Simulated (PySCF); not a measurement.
Gas-phase reaction: 2 GaH2Cl + 2 Ga(OH)3 ⇌ 3 GaOH + GaHCl2 + 3 H2O

Energies from PySCF, thermal terms from the rigid-rotor harmonic-oscillator model, ideal gas at 1 bar. † marks an energy on the PBE0/def2-TZVP geometry and frequencies; other levels use their own. MP2 and CCSD(T) freeze the core. All species are closed-shell singlets. Ga: all electrons, no relativistic terms. GaH2Cl, Ga(OH)3, GaOH, GaHCl2: computed as isolated molecules; such fragments, hydroxides, amides, oligomers or adducts are transient or little studied in the gas. MP2 isn't extrapolated to the basis-set limit. CCSD(T) isn't extrapolated to the basis-set limit.

```tsv
level	ΔH°(298 K), kJ
BLYP/def2-TZVP†	[?]
CCSD(T)/def2-TZVPP†	223
MP2/def2-TZVPP†	[?]
PBE0/def2-TZVP	190
LDA/def2-TZVP†	249
```

Question: Some entries are withheld; supply them.

Answer: 
- BLYP/def2-TZVP†, ΔH°(298 K), kJ: 87
- MP2/def2-TZVPP†, ΔH°(298 K), kJ: 256
